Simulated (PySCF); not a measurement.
Dissociation curve of CuCl, singlet.

Methods: UHF/LANL2DZ = PySCF with unrestricted Hartree-Fock/LANL2DZ, with its core potentials past Ne; UCCSD(T) = CCSD(T) on UHF/def2-TZVP, 10 core orbitals frozen in PySCF.

Energies relative to the lowest point of each curve near equilibrium, in eV:

```
R / Å  UHF/LANL2DZ
-----  -----------
1.66         4.149
1.75         2.464
2.02         0.263
2.08         0.111
2.15         0.020
2.55         0.406
2.78         0.864
3.15         1.604
3.43         2.108
4.20         2.478
6.29         2.526
8.35         2.530
```

### Question
What does UCCSD(T) give at the same points?

### Answer
1.66: 2.497; 1.75: 1.321; 2.02: 0.038; 2.08: 0.000; 2.15: 0.015; 2.55: 0.694; 2.78: 1.223; 3.15: 2.020; 3.43: 2.528; 4.20: 3.460; 6.29: 3.581; 8.35: 3.582 (eV).

The unrestricted determinant behind UHF/LANL2DZ is spin-contaminated at 3.43 to 8.35 Å (<S²> up to 1.0, against 0.00 for a pure singlet). The unrestricted determinant behind UCCSD(T) is spin-contaminated at 3.76 to 8.35 Å (<S²> up to 1.0, against 0.00 for a pure singlet).
